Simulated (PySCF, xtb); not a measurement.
1,2-difluorocyclopenta-1,3-diene (C₅H₄F₂), SMILES C1C=CC(F)=C1F. One conformer was computed; it need not be the lowest.

Harmonic wavenumbers (cm⁻¹) from GFN2-xTB (xtb) at its own minimum, in rising order: 212, 256, 300, 380, 424, 542, 584, 686, 748, 833, 853, 891, 1008, 1034, 1037, 1120, 1179, 1223, 1288, 1344, 1385, 1588, 1703, 2962, 2986, 3149, 3165.

Q: What does PBE-D3(BJ)/def2-SVP run with PySCF give at its own minimum? (Estimate from the structure and the level; the computed values follow.)

A: 220, 262, 277, 379, 440, 553, 602, 674, 684, 817, 858, 901, 938, 1022, 1058, 1110, 1176, 1242, 1312, 1333, 1401, 1560, 1709, 2971, 3012, 3156, 3178. Paired by order, the mean absolute difference is 17 cm⁻¹ and the zero-point energies are 47.0 and 47.0 kcal/mol.
